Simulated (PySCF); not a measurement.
BH₆N, SMILES [BH3-][NH3+]. Coordinates come from a PBE-D3(BJ)/def2-TZVP optimisation.

TDDFT-LC-ωPBE/def2-TZVPD in PySCF 2.14.0 puts the lowest singlet excitations at 7.24, 7.24, 8.64, 8.64, 8.92, 9.10 eV.

### Question
What are the lowest excitation roots from ADC(2)/aug-cc-pVDZ (PySCF)? (Estimate from the structure and the level; the computed values follow.)

### Answer
6.91, 6.91, 8.20, 8.20, 8.23, 8.29 eV. S1 differs by -0.32 eV (second minus first; roots are paired by order, and the bases may differ).
